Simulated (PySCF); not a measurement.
## ReOBr4 at several levels of theory

Computed with PySCF 2.14.0 (density fitting, no spin-orbit coupling) at the geometry relaxed with B3LYP:

```xyz
6
ReOBr4 (doublet)
Re    0.0000    0.0000    0.3303
O     0.0000    0.0000    1.9962
Br    2.3799    0.0000   -0.3264
Br    0.0000    2.3799   -0.3264
Br   -2.3799    0.0000   -0.3264
Br    0.0000   -2.3799   -0.3264
```

```
level                                               basis    state  HOMO (eV)  gap (eV)  charge on Re1 (e)  dipole about the centre of mass (D)  largest force component (eV/Å)
B3LYP     Re def2-SVP with ECP60, O def2-SVP, Br def2-SVP  doublet      -7.52      2.12               0.73                                 0.24                            0.01
wB97X                                            the same  doublet     -10.07      6.56               0.87                                 0.05                            1.86
B3LYP  Re def2-TZVP with ECP60, O def2-TZVP, Br def2-TZVP  doublet      -7.64      2.22               1.07                                 0.12                            0.20
```

HOMO and gap are taken over both spins. Charges are Mulliken's, which hang on the basis. The relaxation used the grid (50, 194), these runs (75, 302) or, all-electron (x2c bases, spin-free X2C Hamiltonian), (99, 590).

Question: A further run in the first row's basis gives HOMO (eV) -7.86, gap (eV) 2.57, charge on Re1 (e) 0.76, dipole about the centre of mass (D) 0.17, largest force component (eV/Å) 0.97. Which level was it?
A. PBE
B. TPSSh
C. PBE0

Answer: C. The others give HOMO -6.54 eV (PBE); -7.25 eV (TPSSh).

Open shells may have lower solutions than the one found.
